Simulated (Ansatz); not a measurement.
Al2Si2. Charge 0, multiplicity 1. Geometry PBE-D4/def2-TZVP.

```tsv
atom	x (Å)	y (Å)	z (Å)
Al1	-1.465	-0.655	-1.875
Al2	0.279	1.383	0.059
Si3	-0.470	-0.796	0.378
Si4	1.656	0.068	1.437
```

The restricted singlet is unstable towards broken spin symmetry in Hartree–Fock (as tested in another run); at PBE-D4/def2-TZVP, BLYP-D4/def2-TZVP, r2SCAN-D4/def2-TZVP, B97M-V/def2-TZVP and others this wasn't settled. Another isomer (triplet) lies 0.37 eV lower at PBE0-D4/def2-TZVP; other spin states weren't run for this one.

(1) Estimate the orbital energies around the gap (eV) in Ansatz with PBE-D4/def2-TZVP, BLYP-D4/def2-TZVP, r2SCAN-D4/def2-TZVP, B97M-V/def2-TZVP, PBE0-D4/def2-TZVP.

Results:

(1) 
```
orbital  PBE-D4/def2-TZVP  BLYP-D4/def2-TZVP  r2SCAN-D4/def2-TZVP  B97M-V/def2-TZVP  PBE0-D4/def2-TZVP
 HOMO−5            -10.25             -10.04               -10.65            -10.64             -11.66
 HOMO−4             -7.78              -7.55                -8.04             -7.96              -8.75
 HOMO−3             -7.40              -7.22                -7.61             -7.55              -8.42
 HOMO−2             -5.51              -5.21                -5.73             -5.59              -6.22
 HOMO−1             -5.06              -4.84                -5.21             -5.17              -5.78
   HOMO             -4.61              -4.37                -4.76             -4.74              -5.33
   LUMO             -4.37              -4.14                -4.43             -4.28              -3.77
 LUMO+1             -3.40              -3.16                -3.41             -3.26              -2.78
 LUMO+2             -2.49              -2.28                -2.41             -2.30              -1.84
 LUMO+3             -2.09              -1.89                -1.97             -1.88              -1.40
 LUMO+4             -1.53              -1.33                -1.37             -1.30              -0.83
 LUMO+5             -0.87              -0.69                -0.63             -0.57              -0.11
```
